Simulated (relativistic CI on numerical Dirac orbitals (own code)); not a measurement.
Spin-allowed bands of a d3 ion in an octahedral site, by hand

Problem. Take Δ = 22200 cm⁻¹ and B = 780 cm⁻¹ for a d3 ion in an octahedral site. Calculate the three spin-allowed bands.

Working.
1. The terms of highest spin are 4F (energy 0) and 4P (15B = 11700 cm⁻¹). Here the F term splits into A2 at −1.2Δ = -26640, T2 at −0.2Δ = -4440 and T1 at +0.6Δ = 13320 cm⁻¹.
2. The two T1 states mix through the element 0.4Δ: H = [[13320, 8880], [8880, 11700]], with roots ½(H₁₁ + H₂₂) ∓ ½√[(H₂₂ − H₁₁)² + 4H₁₂²] = ½(25020) ∓ ½(17834) = 3593 and 21427 cm⁻¹.
3. The ground term is 4A2 at -26640 cm⁻¹.
4. Bands: 4T2 22200 cm⁻¹ (450 nm), 4T1(F) 30233 cm⁻¹ (331 nm), 4T1(P) 48067 cm⁻¹ (208 nm).

Check. Exact diagonalisation of the whole d3 shell with these parameters gives 4T2 22200, 4T1 30233, 4T1 48067 cm⁻¹. The match is exact, since without spin-orbit coupling no other term has this spin. The ratio of the second band to the first, 1.362, depends on Δ/B = 28.5 alone, which is how a Tanabe-Sugano diagram is read.
